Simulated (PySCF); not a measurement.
**`FCC1=CCO[C@H]1F`, C5H6F2O**

Geometry (Å), atoms numbered from 1 in this order:
```xyz
14

F     2.468   -0.993    0.769
C     1.923    0.086    0.126
C     0.447   -0.051    0.005
C    -0.381   -0.958    0.505
C    -1.786   -0.612    0.128
O    -1.656    0.491   -0.770
C    -0.383    0.994   -0.701
F    -0.361    2.166    0.065
H     2.180    0.979    0.709
H     2.396    0.146   -0.863
H    -0.130   -1.818    1.095
H    -2.304   -1.416   -0.402
H    -2.380   -0.324    1.005
H    -0.033    1.309   -1.693
```

Theory: GIAO PBE0/pcSseg-1 magnetisability, rotational g tensor and spin-rotation constants, non-relativistic, gas phase in PySCF. Geometry: GFN2-xTB.

(1) How diamagnetic is it, and how anisotropic?

(2) Split it along the inertial axes a, b, c into diamagnetic and paramagnetic parts about the centre of mass, with the quadrupole moment.

(3) And the rotational g tensor?

Results:

(1) Isotropic -1004 × 10⁻³⁰ J/T², or -60.5 × 10⁻⁶ cm³/mol; principal values -1145, -968, -899 × 10⁻³⁰ J/T², anisotropy 220 × 10⁻³⁰ J/T² (root of half the summed squared differences of the principal values). The susceptibility is in cgs units.

(2) 
```csv
axis,χ (10⁻⁶ cm³/mol),diamagnetic (10⁻⁶ cm³/mol),paramagnetic (10⁻⁶ cm³/mol),summed x² of all electrons (Å²),quadrupole Θ (D Å)
a,-55.3,-422.7,367.3,167.3,-10.26
b,-59.7,-801.2,741.5,78.1,+7.10
c,-66.4,-1041.4,975.0,21.5,+3.16
```
Anisotropies 2χaa − χbb − χcc = +15.5 and 2χbb − χaa − χcc = +2.2 × 10⁻⁶ cm³/mol. Θ is traceless in Buckingham's convention.

(3) 
```tsv
axis	rotational constant (GHz)	g	nuclear part	electronic part
a	3.5102	-0.0344	0.5714	-0.6058
b	1.5501	-0.0194	0.5205	-0.5400
c	1.1702	-0.0097	0.5263	-0.5360
```
Asymmetric top; isotopes 12C, 19F, 1H, 16O; no vibrational averaging.
